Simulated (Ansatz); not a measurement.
CH7ClO2Si2 (`CO[Si](O)([SiH3])Cl`), relaxed with RKS PBE0-D4/def2-TZVP in Ansatz 0.2.0 from a GFN2-xTB geometry. The force threshold is 0.005 eV/Å; the program also tests the step.

Charge 0, multiplicity 1.

Start:

```xyz
13

C    -1.704   -1.204   -0.497
O    -1.114   -0.428    0.504
Si   -0.025    0.775    0.350
O     0.105    1.383    1.841
Si    2.095    0.133   -0.251
Cl   -0.889    2.157   -0.894
H    -2.113   -0.570   -1.287
H    -0.973   -1.889   -0.933
H    -2.510   -1.779   -0.040
H    -0.653    1.526    2.406
H     2.095   -0.605   -1.524
H     3.003    1.270   -0.419
H     2.684   -0.769    0.744
```

```tsv
step	energy (eV)	largest force (eV/Å)	largest move (Å)
1	-33513.7558	0.809	0.000
2	-33513.8289	0.236	0.116
3	-33513.8394	0.185	0.054
4	-33513.8460	0.089	0.056
5 (rejected)	-33513.8448	0.264	0.070
6	-33513.8494	0.060	0.034
7	-33513.8502	0.023	0.036
8	-33513.8503	0.007	0.015
9	-33513.8504	0.013	0.022
10	-33513.8504	0.014	0.018
11	-33513.8505	0.014	0.006
12	-33513.8505	0.007	0.004
13	-33513.8505	0.003	0.008
14	-33513.8505	0.005	0.006
15	-33513.8505	0.004	0.003
```

End:

```xyz
13

C    -1.679   -1.201   -0.513
O    -1.112   -0.483    0.562
Si   -0.036    0.735    0.454
O     0.099    1.425    1.920
Si    2.093    0.087   -0.250
Cl   -0.785    2.092   -0.922
H    -2.191   -0.530   -1.209
H    -0.916   -1.763   -1.062
H    -2.402   -1.906   -0.102
H    -0.702    1.716    2.362
H     1.966   -0.620   -1.552
H     2.956    1.282   -0.429
H     2.710   -0.834    0.740
```

It took 50 s on 2 threads of an AMD EPYC 7R13 on a shared host and a share of an NVIDIA H100 80 GB, with 0.91 GiB of host memory at the peak.
